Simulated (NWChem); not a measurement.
Molecule: SiH₂O₂ClF; SMILES O[Si](O)(F)Cl

```xyz
7

O      0.0141    -1.0195     1.4707
Si    -0.0122    -0.3342    -0.0149
O     -1.3502    -0.8282    -0.8008
F      1.3265    -0.7582    -0.8050
Cl    -0.0125     1.7005     0.0401
H      0.8009    -0.9114     2.0131
H     -1.6670    -1.7145    -0.6005
```
Atoms are numbered in this order, from 1.

Structure relaxed at the PBE0/def2-SVP level.

Q: List the 4 lowest vertical singlet excitations from PBE0/def2-SVPD, TDA (NWChem).

A: 
```csv
state,energy (eV),oscillator strength,leading excitation (squared amplitude)
S1,8.00,0.024,HOMO → LUMO (0.93)
S2,8.10,0.019,HOMO−1 → LUMO (0.91)
S3,8.58,0.010,HOMO−2 → LUMO (0.88)
S4,9.00,0.127,HOMO−3 → LUMO (0.71)
```
